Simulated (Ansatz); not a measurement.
Geometry optimisation, RKS B3LYP/def2-SVP in Ansatz 0.2.0.

input.yaml

```yaml
crystal:
  periodic: [false, false, false]
  atoms:
    - { symbol: Zn, position_ang: [1.128177, -0.313064, -0.504261] }
    - { symbol: Cl, position_ang: [-0.258634, 0.071911, 2.620014] }
    - { symbol: C, position_ang: [-0.010957, 0.002918, -2.057892] }
    - { symbol: H, position_ang: [-0.070207, -0.894799, -2.695244] }
    - { symbol: H, position_ang: [-1.036267, 0.267558, -1.751193] }
    - { symbol: H, position_ang: [0.380377, 0.82835, -2.675238] }
    - { symbol: H, position_ang: [2.108358, -0.585166, 0.690466] }
    - { symbol: H, position_ang: [0.924353, -0.256208, 2.085248] }
basis:
  gaussian: { orbitals: def2-SVP }
hamiltonian:
  xc: b3lyp
relax:
  f_tol: 0.03
  max_steps: 50
```

Run as:

```bash
$ ansatz run input.yaml --threads 2 --pin off --max-ram 3072MiB --backend cpu --events-out ev --progress --plain --runs-dir out
```

**Question.** Where does it end, and by what steps?

**Answer.** The forces met the threshold. The force dipped under the threshold on the way, but the program's further checks kept it going. After 9 steps the energy has fallen by 0.018 eV; Cl2 moved furthest, 0.21 Å.

```json
{"step": "0", "energy less start (eV)": "0.0000", "largest force component (eV/Å)": "0.782", "accepted": "yes"}
{"step": "1", "energy less start (eV)": "0.0034", "largest force component (eV/Å)": "0.137", "accepted": "no"}
{"step": "2", "energy less start (eV)": "-0.0136", "largest force component (eV/Å)": "0.118", "accepted": "yes"}
{"step": "3", "energy less start (eV)": "-0.0157", "largest force component (eV/Å)": "0.076", "accepted": "yes"}
{"step": "4", "energy less start (eV)": "-0.0159", "largest force component (eV/Å)": "0.032", "accepted": "yes"}
{"step": "5", "energy less start (eV)": "-0.0163", "largest force component (eV/Å)": "0.035", "accepted": "yes"}
{"step": "6", "energy less start (eV)": "-0.0166", "largest force component (eV/Å)": "0.010", "accepted": "yes"}
{"step": "7", "energy less start (eV)": "-0.0167", "largest force component (eV/Å)": "0.179", "accepted": "yes"}
{"step": "8", "energy less start (eV)": "-0.0173", "largest force component (eV/Å)": "0.053", "accepted": "yes"}
{"step": "9", "energy less start (eV)": "-0.0175", "largest force component (eV/Å)": "0.004", "accepted": "yes"}
```

```xyz
8
Properties=species:S:1:pos:R:3
Zn 1.164 -0.322 -0.487
Cl -0.307 0.084 2.416
C -0.013 0.003 -2.010
H -0.090 -0.890 -2.651
H -1.028 0.267 -1.671
H 0.363 0.833 -2.632
H 2.173 -0.602 0.678
H 0.904 -0.251 2.068
```

Run time: 18 s on 2 threads of Arm Neoverse V2, with other jobs on the host, peak memory 0.18 GiB.
